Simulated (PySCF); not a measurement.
**Fractional electron number in Al⁺ (aluminium, charge +1)**

The 3s beta orbital of [Ne] 3s2 is emptied in steps (occupation f), with all orbitals relaxed, ending at [Ne] 3s1. All numbers are calculated (PySCF 2.14, no relativity, point nucleus, in aug-pcseg-2 (6s5p3d2f, 50 functions)). The exact energy is a straight line in f; departures are measured from the line between the end points of the same method.

```
  f  UHF (eV)  LDA (eV)  PBE (eV)  PBE0 (eV)  r2SCAN (eV)  LC-wPBE (eV)  BHandHLYP (eV)  HSE06 (eV)  BLYP (eV)
  1     0.000     0.000     0.000      0.000        0.000         0.000           0.000       0.000      0.000
0.8     0.035    -0.641    -0.639     -0.468       -0.541        -0.049          -0.340      -0.529     -0.664
0.6     0.051    -0.958    -0.959     -0.701       -0.789        -0.077          -0.518      -0.791     -1.000
0.4     0.049    -0.951    -0.959     -0.700       -0.762        -0.087          -0.528      -0.789     -1.003
0.2     0.031    -0.627    -0.636     -0.462       -0.482        -0.069          -0.362      -0.525     -0.671
  0     0.000     0.000     0.000      0.000        0.000         0.000           0.000       0.000      0.000
```

Problem. For BHandHLYP, how does the orbital energy at f = 1 compare with the removal energy?

Solution. −ε = 16.585 eV against a total-energy difference of 18.689 eV. By Janak's theorem ε = ∂E/∂f, so the gap between them reflects the curvature. Along the path −ε is 17.391 (f = 0.8), 18.214 (f = 0.6), 19.067 (f = 0.4), 19.990 (f = 0.2) eV.

```tsv
method	E(f=0) − E(f=1) (eV)	−ε at f=1 (eV)	−ε at f=0.4 (eV)
UHF	17.503	17.734	17.452
LDA	18.895	14.881	19.728
PBE	18.762	14.769	19.566
PBE0	18.649	15.719	19.245
r2SCAN	18.354	14.907	19.167
LC-wPBE	18.596	18.294	18.601
BHandHLYP	18.689	16.585	19.067
HSE06	18.653	15.335	19.311
BLYP	18.831	14.693	19.650
```

Reference removal energy between the ground levels: 18.829 eV (measured; NIST Atomic Spectra Database, ionization energies). UHF lacks correlation.
